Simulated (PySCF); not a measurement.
A structure optimised at r2SCAN-D4/def2-SVP, used in a PySCF frequency run:

```
C
N 1 1.3178
N 1 1.3675 2 111.17
H 3 1.0139 1 127.74 2 180.00
C 3 1.3677 4 126.36 1 180.00
C 5 1.3730 3 108.10 4 180.00
H 6 1.0880 5 129.76 3 180.00
H 1 1.0909 2 125.86 6 180.00
```
Charge 0, spin multiplicity 2.

Task: Write its SMILES, formula and point group.

Result: [c]1cnc[nH]1, C3H3N2, Cs

Task: What are its rotational constants (standard atomic weights)?

Result: 10.861, 9.3391, 5.0213 GHz
